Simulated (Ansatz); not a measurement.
CuSi₂AsNH₉⁻, that is Cu(AsH3)(N(SiH3)2) with one electron more. Total charge -1; doublet. Geometry r2SCAN-D4/def2-SVP, that of the neutral singlet; atoms count from 1.

```xyz
14

Cu    0.626   -0.025   -0.666
As    2.165   -0.052   -2.287
H     2.028    0.893   -3.457
H     2.427   -1.306   -3.089
H     3.605    0.260   -1.956
N    -0.633    0.011    0.667
Si   -0.115   -0.529    2.220
Si   -2.199    0.578    0.223
H    -0.245    0.517    3.292
H     1.336   -0.916    2.165
H    -0.865   -1.733    2.718
H    -3.285   -0.446    0.413
H    -2.210    0.954   -1.231
H    -2.635    1.796    0.989
```

The highest occupied level of the charge -1 doublet lies above zero (up to 1.34 eV). Energy differences disagree on whether the electron is bound (positive means bound): -0.13 eV (vertical, against the charge 0 singlet, at PBE0-D4/def2-TZVPD), but 0.06 eV at PBE-D4/def2-TZVPD.

Problem. Estimate the Mulliken populations from the PBE0/def2-TZVPD orbitals of Ansatz.

Solution. 
```csv
atom,charge (e),spin (α − β),d electrons
Cu1,-1.17,0.81,9.74
As2,-0.08,-0.15,–
H3,0.32,-0.03,–
H4,0.31,-0.03,–
H5,0.31,-0.02,–
N6,0.03,0.23,–
Si7,-0.14,0.08,–
Si8,-0.14,0.08,–
H9,-0.06,0.00,–
H10,-0.10,0.02,–
H11,-0.06,0.00,–
H12,-0.06,0.00,–
H13,-0.09,0.02,–
H14,-0.06,0.00,–
```
Mulliken values depend strongly on the basis. With diffuse functions, as here, like atoms can get unlike values, and bond orders can come out too low or too high.

Problem. Where does the spin sit?

Solution. Summed by element: Cu 0.81, As -0.15, H -0.05, N 0.23, Si 0.16, of 1 unpaired in all. Largest on single atoms: Cu1 0.81, N6 0.23, As2 -0.15.

Problem. And the Mayer bond orders between heavy atoms (over 0.3)?

Solution. Cu1–As2 0.50 (2.24 Å); Cu1–N6 1.09 (1.83 Å); N6–Si7 1.38 (1.72 Å); N6–Si8 1.39 (1.72 Å).
